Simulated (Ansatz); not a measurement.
Molecular dynamics of C$_{3}$H$_{11}$B

input.yaml

```yaml
crystal:
  periodic: [false, false, false]
  atoms:
    - { symbol: B, position_ang: [-0.1075, 0.3053, -0.0255] }
    - { symbol: C, position_ang: [1.3105, -0.7606, 0.5087] }
    - { symbol: C, position_ang: [-0.2656, 0.2867, -1.6166] }
    - { symbol: C, position_ang: [-1.36, 0.1213, 0.9505] }
    - { symbol: H, position_ang: [1.0235, 0.6151, 0.4754] }
    - { symbol: H, position_ang: [0.6736, 1.5335, 0.3895] }
    - { symbol: H, position_ang: [0.9642, -1.7641, 0.2654] }
    - { symbol: H, position_ang: [2.2387, -0.6179, -0.043] }
    - { symbol: H, position_ang: [1.5107, -0.7561, 1.579] }
    - { symbol: H, position_ang: [-0.9694, 1.0383, -1.9685] }
    - { symbol: H, position_ang: [-0.6418, -0.6738, -1.9645] }
    - { symbol: H, position_ang: [0.6753, 0.4637, -2.1338] }
    - { symbol: H, position_ang: [-1.8258, -0.8539, 0.8179] }
    - { symbol: H, position_ang: [-1.0898, 0.2017, 2.0017] }
    - { symbol: H, position_ang: [-2.1365, 0.8608, 0.7638] }
magnetization:
  spin_polarized: true
basis:
  gaussian: { orbitals: "6-31G" }
hamiltonian:
  xc: b3lyp
  dispersion: d4
md:
  timestep: 0.5
  n_steps: 150
  ensemble: nve
  temperature: 300.0
  initial_velocities: maxwell_boltzmann
  seed: 952676
```

Launched with:

```bash
$ ansatz run input.yaml --threads 1 --pin off --max-ram 2048MiB --backend cpu --events-out ev --progress --plain --runs-dir out
```

It starts from a rough guess of a transition structure, not a stationary point.

Output, in part (step lines, the closing report, with atoms numbered from 0):

```
md step     0: t =     0.00 fs  T =   300.0 K  F+E_penalty+E_count = -3964.90976979 eV  E_kin = 0.504114 eV  conserved = -3964.40565580 eV  (24 SCF iters)
[... lines left out ...]
Total energy: -3966.07632337 eV, -145.7506165808 hartree
Atom 0 at    -0.067046    -0.320004     0.035254 Å, force    -1.767660     0.163499    -2.223441 eV/Å
Atom 1 at     1.083439    -1.273052     0.329061 Å, force     1.340328    -1.061759     0.245453 eV/Å
Atom 2 at    -0.115407     0.257230    -1.421822 Å, force     0.757927     0.559021    -0.700282 eV/Å
Atom 3 at    -1.220193     0.198885     0.910793 Å, force     0.770252     0.867793     2.505956 eV/Å
Atom 4 at    -0.526784     7.280494     0.051575 Å, force     1.064377    -0.620602     0.451904 eV/Å
Atom 5 at     0.108668     6.910209     0.321338 Å, force    -1.064376     0.620125    -0.451927 eV/Å
Atom 6 at     1.075449    -2.310151    -0.172660 Å, force    -0.351852     1.459354     0.675731 eV/Å
Atom 7 at     1.942532    -0.749352    -0.148531 Å, force     0.093138    -0.437573     0.414090 eV/Å
Atom 8 at     1.263200    -1.381878     1.404694 Å, force     0.273728    -0.382825    -0.015532 eV/Å
Atom 9 at    -1.020466     0.033595    -2.000174 Å, force    -0.104586    -0.121463     0.177282 eV/Å
Atom 10 at     0.760497    -0.040778    -2.016165 Å, force    -0.136776    -0.002953    -0.191242 eV/Å
Atom 11 at    -0.078048     1.361990    -1.353115 Å, force    -0.084504    -0.059820    -0.067404 eV/Å
Atom 12 at    -1.452899    -0.487864     1.726606 Å, force    -0.619860    -0.371717    -0.000529 eV/Å
Atom 13 at    -0.717039     1.013488     1.540836 Å, force    -0.454966    -0.302653    -0.692375 eV/Å
Atom 14 at    -2.116201     0.656320     0.469705 Å, force     0.284831    -0.308426    -0.127685 eV/Å
Dipole moment:     0.032459     0.025942     0.066231 e Å
```

The steps, from the saved trajectory:

```tsv
time (fs)	T (K)	potential energy less start (eV)	conserved less start (meV/atom)
0.0	300	0.000	0.00
2.5	241	0.101	0.08
5.0	268	0.054	0.04
7.5	340	-0.067	0.07
10.0	521	-0.371	0.04
12.5	680	-0.639	0.01
15.0	791	-0.825	0.01
17.5	829	-0.888	0.04
20.0	874	-0.965	-0.02
22.5	892	-0.994	0.03
25.0	916	-1.034	0.05
27.5	991	-1.161	-0.04
30.0	1001	-1.178	0.07
32.5	1056	-1.270	0.00
35.0	1047	-1.255	0.02
37.5	1065	-1.285	0.02
40.0	1060	-1.277	0.05
42.5	1075	-1.304	-0.05
45.0	978	-1.137	0.07
47.5	952	-1.095	0.03
50.0	956	-1.103	-0.01
52.5	954	-1.097	0.06
55.0	983	-1.148	-0.01
57.5	938	-1.071	0.02
60.0	927	-1.053	0.02
62.5	913	-1.029	0.08
65.0	997	-1.172	-0.05
67.5	995	-1.167	0.08
70.0	1058	-1.273	-0.01
72.5	1040	-1.244	-0.01
75.0	995	-1.166	0.06
```

All steps were run. The conserved energy stayed within 0.11 meV per atom of its start (net change 0.057 meV per atom), so the integration is sound. The system heated up, since it started high on the potential surface and ran downhill. A run of 0.075 ps of so small a system gives no equilibrium averages. The orbitals stay closed-shell, which can raise the energy where a bond breaks towards radicals; this wasn't checked here. Limits of this set-up: no polarisation functions.

The step under study would form B1–H6, C2–H5 and break B1–C2, H5–H6. These pairs go: B1–H6 1.51 → 7.24 Å, C2–H5 1.41 → 8.71 Å, B1–C2 1.85 → 1.52 Å, H5–H6 0.99 → 0.78 Å. In the last frame they stand as before the step (other bonds may differ from the relaxed reactants and products). Also parted: B1–H5 1.28 → 7.61 Å. It ends as C3H9B + H2. Pairs count as bonded within 1.25 times the sum of covalent radii (0.12 Å more for H–H).

Last frame:

```xyz
15
Properties=species:S:1:pos:R:3
B -0.067 -0.320 0.035
C 1.083 -1.273 0.329
C -0.115 0.257 -1.422
C -1.220 0.199 0.911
H -0.527 7.280 0.052
H 0.109 6.910 0.321
H 1.075 -2.310 -0.173
H 1.942 -0.749 -0.148
H 1.263 -1.382 1.405
H -1.020 0.034 -2.000
H 0.760 -0.041 -2.016
H -0.078 1.362 -1.353
H -1.453 -0.488 1.727
H -0.717 1.014 1.541
H -2.116 0.656 0.470
```

The run took 8.2 min on 1 thread of AMD EPYC 7B13 (Zen 3) (shared host), peak memory 0.19 GiB.
